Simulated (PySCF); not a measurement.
Computed shifts of a molecule C₄H₄OSe, B3LYP/pcSseg-1 (PySCF), GIAO, gas phase, equivalent atoms averaged, in ppm (number of nuclei): ¹³C: 198.3 (1), 171.1 (1), 120.1 (1), 30.6 (1). ¹H: 6.22 (1), 4.98 (1), 3.77 (2). References: ¹³C against TMS (σ = 181.3 ppm); ⁷⁷Se against Me2Se (σ = 1647.9 ppm); ¹⁷O against H2O (σ = 333.8 ppm); ¹H against TMS (σ = 31.68 ppm), references at their B3LYP-D3(BJ)/def2-TZVP geometries, non-relativistic. Geometry optimised at PBE0-D3(BJ)/def2-SVP. One conformer was computed; it need not be the lowest.

Which structure fits?
A. C=C=C1OC[Se]1
B. C=C1C[Se]C1=O
C. C1=C[Se]C=CO1
D. O=C[C@@H]1C=C[Se]1

B, C=C1C[Se]C1=O
